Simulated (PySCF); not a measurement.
Ir (iridium, neutral) across methods

[Xe] 4f14 5d7 6s2, high-spin 4F determinant. Calculation: PySCF 2.14, in x2c-TZVPPall with one added diffuse shell each of s, p, d, f type (12s8p8d4f1g, 113 functions); scalar relativity by spin-free X2C-1e. The B2PLYP total includes its PT2 part (frozen core); its orbital energies are those of the SCF part.

| method | E (hartree) | mean ε 5d β (eV) | mean ε 6s α (eV) | mean ε 6s β (eV) | Σ⟨r²⟩ (bohr²) | ⟨S²⟩ |
| --- | --- | --- | --- | --- | --- | --- |
| PBE0 | -17829.26 | -7.961 | -7.463 | -6.402 | 65.26 | 3.757 |
| PBE | -17829.49 | -6.491 | -6.743 | -5.776 | 65.43 | 3.756 |
| r2SCAN | -17829.56 | -6.817 | -7.017 | -5.855 | 64.99 | 3.762 |
| B2PLYP | -17828.17 | -9.291 | -7.953 | -6.886 | 65.80 | 3.759 |
| UHF | -17823.95205 | -11.592 | -8.919 | -7.328 | 66.69 | 3.770 |
| LDA | -17818.37 | -6.581 | -6.964 | -6.101 | 65.12 | 3.754 |
| r2SCAN0 | -17829.33 | -8.199 | -7.705 | -6.512 | 65.01 | 3.762 |
| BP86 | -17831.66 | -6.639 | -6.888 | -5.960 | 65.21 | 3.755 |

Spin-orbit coupling, absent here, splits the open shell strongly.
